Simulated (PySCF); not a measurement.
## Polarisability and C₆ of F²⁺ (fluorine, charge +2)

[He] 2s2 2p3, high-spin 4S determinant. All numbers are calculated (PySCF 2.14, the non-relativistic Hamiltonian (point nucleus), in aug-cc-pVTZ with one added diffuse shell each of s, p, d, f type (6s5p4d3f, 62 functions)). Coupled (time-dependent) response in atomic units; α is the mean over directions.

| method | mean α (bohr³) | C₆ (like pair) | S(−4) |
| --- | --- | --- | --- |
| UHF | 1.272 | 1.564 | 1.546 |
| PBE | 1.254 | 1.604 | 1.263 |
| PBE0 | 1.247 | 1.579 | 1.289 |
| HSE06 | 1.251 | 1.584 | 1.306 |
| M06 | 1.183 | 1.484 | 1.086 |

S(−4) is the Cauchy moment in α(ω) = α(0) + S(−4) ω² + …

α(iu) at HSE06:

| u (hartree) | α(iu) (bohr³) |
| --- | --- |
| 0 | 1.251 |
| 0.0500 | 1.248 |
| 0.100 | 1.238 |
| 0.200 | 1.202 |
| 0.300 | 1.150 |
| 0.500 | 1.025 |
| 0.750 | 0.8751 |
| 1.00 | 0.7508 |
| 1.50 | 0.5665 |
| 2.00 | 0.4388 |
| 3.00 | 0.2803 |
| 5.00 | 0.1387 |

For an ion, C₆ is the dispersion term alone; charge-induced terms of lower order in 1/R come first.
